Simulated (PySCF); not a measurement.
# From PBE0 to CCSD(T): MPb along the fifth-period p block

PBE0 and CCSD(T) in PySCF with def2-SVP on every atom (core potentials on In, Sn, Sb, I, Pb), for the lowest determinant that a PBE0 search found; no spin–orbit coupling.

```tsv
molecule	state (unpaired electrons)	PBE0 Re (Å)	PBE0 ωe (cm⁻¹)	PBE0 De (eV)	CCSD(T) Re (Å)	CCSD(T) ωe (cm⁻¹)	CCSD(T) De (eV)
InPb	quartet (σ ↑, π ↑↑)	2.907	129	1.92	?	?	?
SnPb	triplet (π ↑↑)	2.826	169	2.25	2.865	161	1.83
SbPb	doublet (π ↑)	2.709	190	2.12	2.770	176	1.62
PbI	doublet (π ↑)	2.823	167	2.95	2.852	164	2.52
```

Task: Estimate the CCSD(T) values of InPb by adding the mean shift from PBE0 to CCSD(T) of the other rows, and compare with the calculation.

Result: The mean shifts are +4.3 pm, -8 cm⁻¹ and -0.45 eV, which give 2.950 Å, 121 cm⁻¹ and 1.47 eV. CCSD(T)/def2-SVP gives Re = 2.932 Å, ωe = 129 cm⁻¹, De = 1.70 eV.

Task: What are the mean differences of PBE0 from CCSD(T) over the whole series?

Result: Re -3.8 pm, ωe +6 cm⁻¹, De +0.39 eV.

In a basis of this size CCSD(T) is itself not converged; it tends to give bonds that are too long and too weak.

Correlated steps freeze 8 core orbitals. Correlated levels converge slowly with the basis: in double zeta they bind strong bonds too weakly, by up to about 1 eV, and carry superposition errors of some tenths. These are scalar-relativistic numbers at best; spin–orbit coupling would shift them, the dissociation energy most. States were picked by a PBE0 search and need not be the measured ground states.
